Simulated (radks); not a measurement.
Values are calculated unless marked as measured or tabulated.
Effect of the nuclear size on neutral aluminium, [Ne] 3s2 3p1. Level of theory: Dirac Kohn-Sham, BLYP, spin-unpolarised, spherical densities, finite nucleus; open shells fill j = l - 1/2 first; Fermi nuclear charge, rms radius 3.061 fm (a radial shooting solver on a logarithmic mesh with Libxc functionals). The rms radius is varied about that value; shifts are against it.

[
 {"rms radius (fm)": "2.458", "total energy shift (eV)": "-0.00132", "density at nucleus (e/bohr^3)": "1508", "1s1/2 shift (meV)": "-0.550"},
 {"rms radius (fm)": "2.8345", "total energy shift (eV)": "-0.000530", "density at nucleus (e/bohr^3)": "1505", "1s1/2 shift (meV)": "-0.220"},
 {"rms radius (fm)": "3.061", "total energy shift (eV)": "0", "density at nucleus (e/bohr^3)": "1504", "1s1/2 shift (meV)": "0.000"},
 {"rms radius (fm)": "3.3242", "total energy shift (eV)": "0.000667", "density at nucleus (e/bohr^3)": "1502", "1s1/2 shift (meV)": "0.277"},
 {"rms radius (fm)": "3.413", "total energy shift (eV)": "0.000904", "density at nucleus (e/bohr^3)": "1502", "1s1/2 shift (meV)": "0.375"}
]

Slopes of the eigenvalues against <r^2> in GHz/fm^2, as finite differences over the two radii next to the reference (eigenvalue slopes, not the field-shift constants of lines): 1s1/2 39.9.
